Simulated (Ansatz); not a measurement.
Basis-set extrapolation for C3H10BNSi, SMILES `BN([SiH3])CC=C` (PBE0-D4/def2-TZVP geometry, frozen core, the Gaussian-basis code of Ansatz). Multiplicity 1, RHF reference.

```json
{"": "HF", "def2-TZVPP": "-487.597303", "def2-QZVPP": "-487.615899"}
{"": "MP2 correlation", "def2-TZVPP": "-0.936459", "def2-QZVPP": "-0.997702"}
{"": "CCSD(T) correlation", "def2-TZVPP": "-1.041939", "def2-QZVPP": "not run"}
```

Energies in hartree. Use E(X) = E(∞) + A·exp(−7.88·√X) for Hartree–Fock and E(X) = E(∞) + B·X^(−2.97) for correlation, with X = 3 and 4, and add CCSD(T) minus MP2 of the smaller set to the MP2 limit.

Task: What is the CCSD(T) energy at the basis-set limit?

Result: HF limit: -487.615899 + (-0.018596) × 0.13774 = -487.61846. MP2 limit: -0.997702 + (-0.061243) × 0.74074 = -1.04307. Higher-order term: -1.041939 − (-0.936459) = -0.10548. Total: -488.76701 hartree, 3.48 eV below CCSD(T)/def2-TZVPP.
